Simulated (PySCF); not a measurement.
NMR parameters of [SiBr3]-

[SiBr3]-, [Br3Si]-, point group C3v.

Bonds: Si1-Br2 2.390 Å, Si1-Br3 2.386 Å, Si1-Br4 2.385 Å.

Total charge -1.

GIAO calculations in PySCF 2.14 on the PBE0-D3(BJ)/def2-SVP structure: isolated species, non-relativistic, equivalent atoms averaged; basis pcSseg-1.

(1) Give the isotropic shieldings (ppm) with KT2, PBE0.

(2) And the chemical shifts, against references computed in the same way?

(3) Which part of the shielding of Br2/Br3/Br4 depends on the functional?

## Answers

(1) 
```csv
atoms,environment,KT2,PBE0
Br2/Br3/Br4,bromine bonded to Si,2171,2256
Si1,silicon bonded to 3 Br,224.6,222.1
HOMO–LUMO gap (eV),–,4.14,5.94
```

(2) 
| atoms | nucleus, reference | KT2 | PBE0 |
| --- | --- | --- | --- |
| Br2/Br3/Br4 | ⁷⁹Br, HBr | 406 | 329 |
| Si1 | ²⁹Si, TMS | 136.4 | 129.9 |

(3) Diamagnetic: KT2 3130, PBE0 3126 ppm; paramagnetic: KT2 -959, PBE0 -870 ppm. The diamagnetic part, set mainly by inner electrons, hardly moves; the paramagnetic part goes with low-lying magnetically allowed excitations and carries the spread.

Relativistic effects, spin–orbit coupling among them, are left out; they matter for Br and for the light atoms bonded to it.
